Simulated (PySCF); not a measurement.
## Electric field gradients and quadrupole coupling constants

Species: C5H10O3Si.
Geometry (PBE0-D3(BJ)/def2-SVP, Å), atoms numbered from 1 in this order:
```xyz
19
C5H10O3Si angstrom
C     -2.5967   -1.1130    0.4132
C     -1.9733   -0.0978    1.0161
C     -1.4776    1.1374    0.3355
Si     0.3206    0.9512   -0.0870
O      0.8366    2.4113   -0.6472
O      0.6689   -0.2804   -1.1667
C      1.2315   -1.3752   -0.4706
C      1.9372   -0.8073    0.7689
O      1.1947    0.3175    1.1947
H     -2.8289   -1.0885   -0.6566
H     -2.8999   -2.0034    0.9695
H     -1.7461   -0.1778    2.0858
H     -1.5987    2.0329    0.9666
H     -2.0171    1.3272   -0.6071
H      1.7252    2.4479   -1.0133
H      1.9320   -1.9151   -1.1276
H      0.4306   -2.0757   -0.1714
H      2.9727   -0.5033    0.5236
H      1.9899   -1.5498    1.5811
```

Field gradients from the PBE0/pcSseg-1 density (PySCF, non-relativistic), principal values in atomic units, ordered |Vxx| ≤ |Vyy| ≤ |Vzz|:

```json
{"atom": "O5", "Vxx": "-0.3644", "Vyy": "-1.1015", "Vzz": "1.4659"}
{"atom": "O6", "Vxx": "-0.4247", "Vyy": "-1.2393", "Vzz": "1.6640"}
{"atom": "O9", "Vxx": "-0.4310", "Vyy": "-1.2516", "Vzz": "1.6826"}
```

Task: Find the asymmetry η = (Vxx − Vyy)/Vzz and the couplings χ = eQV/h (234.96 MHz × Q in barn × V in au), with Q(17O) = −0.0256 b.

Result: 
```
atom         environment  nucleus     η  χzz (MHz)  χxx (MHz)  χyy (MHz)
  O5      silanol oxygen      17O  0.50      -8.82       2.19       6.63
  O6  silyl ether oxygen      17O  0.49     -10.01       2.55       7.45
  O9  silyl ether oxygen      17O  0.49     -10.12       2.59       7.53
```

Task: What is Vzz at O5 in SI units (1 au = 9.71736 × 10²¹ V/m²)?

Result: 1.4659 au = 14.244 × 10²¹ V/m².

Task: And the gradient at the other heavy atoms, for which no coupling is worked out here?

Result: 
```
atom                  environment  Vzz (au)     η
  C1         terminal =CH2 carbon     0.255  0.49
  C2             alkene CH carbon     0.322  0.62
  C3  sp3 carbon bound to silicon    -0.082  0.74
 Si4         oxygen-bound silicon    -0.510  0.93
  C7   sp3 carbon bound to oxygen     0.390  0.19
  C8   sp3 carbon bound to oxygen     0.382  0.15
```

Task: What couplings would deuterons (Q(2H) = 0.00286 b) have in place of the hydrogens, at this geometry?

Result: 
```csv
atom,bonded to,bond length (Å),Vzz (au),η,χzz (kHz)
H10,C1,1.095,0.3041,0.07,204
H11,C1,1.093,0.3090,0.06,208
H12,C2,1.096,0.2973,0.07,200
H13,C3,1.102,0.2912,0.04,196
H14,C3,1.103,0.2902,0.03,195
H15,O5,0.962,0.4833,0.06,325
H16,C7,1.102,0.2810,0.05,189
H17,C7,1.105,0.2712,0.06,182
H18,C8,1.107,0.2719,0.06,183
H19,C8,1.102,0.2807,0.05,189
```

Geometry: PBE0-D3(BJ)/def2-SVP, one conformer, isolated molecule. A larger basis could move these couplings by a tenth or more.
